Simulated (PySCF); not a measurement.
Vertical excitations of a molecule C₃H₅ClOSi from TDDFT-CAM-B3LYP/def2-SVPD (PySCF), as energy in eV (oscillator strength): 5.92 (0.157), 6.53 (0.024), 6.84 (0.003), 6.94 (0.004), 7.35 (0.028), 7.47 (0.013), 7.59 (0.006), 7.85 (0.004), 7.91 (0.002), 8.12 (0.016). Lowest triplet (TDA): 4.01 eV. Geometry: r2SCAN-D4/def2-SVP. One conformer was computed; it need not be the lowest.

Question: Pick the molecule that these values belong to.
A) Cl[SiH2]C1=COC1
B) C=C[Si@@H](Cl)C=O
C) C=C=C(Cl)[SiH2]O
D) Cl[Si@@H]1C=COC1

Answer: D, Cl[Si@@H]1C=COC1
